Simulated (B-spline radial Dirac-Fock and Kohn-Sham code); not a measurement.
How the settings move the core levels of Nd⁵⁺

ΔSCF core binding energies without Breit or QED terms, calculated with a radial finite-basis atomic code. Keys: rel is the Hamiltonian (dirac, or spin-free x2c and nr, where L3 and M5 stand for the whole 2p and 3d shells), method is hf or an exchange,correlation pair (spin-unpolarised, also for the hole states), nuc the nuclear model, radius_factor scales its radius, rmax is the box in bohr, h the logarithmic mesh step, order the B-spline order, points the quadrature points per cell, c_factor scales the speed of light, and damp, ndamp, maxit and tol steer the iteration. The run stops when the commutator error falls below 10·tol·max(1, Z/10), or the numerical noise floor, and the energy has settled to about 1e-8 Ha; the virial ratio is −V/T.

Base input:

```json
{"items": [{"Z": 60, "q": 5, "cfg": [[1, 0, 2], [2, 0, 2], [2, 1, 6], [3, 0, 2], [3, 1, 6], [3, 2, 10], [4, 0, 2], [4, 1, 6], [4, 2, 10], [4, 3, 2], [5, 0, 2], [5, 1, 5]], "A": 142, "rrms": 4.9123, "do": "settings", "holes": ["K", "L3", "M5"],
  "settings": [{"rel": "dirac", "method": "hf", "nuc": "fermi", "radius_factor": 1.0, "rmax": 45.0, "h": 0.3, "order": 8, "points": 10, "c_factor": 1.0, "maxit": 60, "damp": 0.5, "ndamp": 3, "tol": 1e-08}]}]}
```

The ground state converged in 10 iterations, with total energy -9620.05419 Ha, virial ratio 1.92733 and highest orbital energy -76.23 eV. ΔSCF binding energies: K (1s) 43819.3 eV, L3 (2p3/2) 6300.6 eV, M5 (3d5/2) 1059.6 eV.

Changes from the base run:

```
                              changed setting  Δ total energy (Ha)  Δ K (eV)  Δ L3 (eV)  Δ M5 (eV)  iterations
                           method = "pbe,pbe"             -3.83886    +31.61     -29.29      -6.84          10
                                nuc = "gauss"             -0.00249     +0.03       0.00       0.00          10
                                  rmax = 80.0              0.00000      0.00       0.00       0.00          10
rel = "x2c"; radius_factor = 0.8; rmax = 80.0             +5.44929    -39.48    +160.52      +8.93          10
        h = 0.18; c_factor = 10.0; damp = 0.8                    ?         ?          ?          ?           ?
                                     h = 0.18             -0.00003      0.00       0.00       0.00          10
                                  rel = "x2c"             +5.62146    -41.44    +160.53      +8.93          10
```

Question: What does the change h = 0.18; c_factor = 10.0; damp = 0.8 do?

Answer: The total energy moves by +338.71911 Ha and the binding energies by K -2238.46 eV, L3 -3.26 eV, M5 +22.72 eV; the run takes 10 iterations.
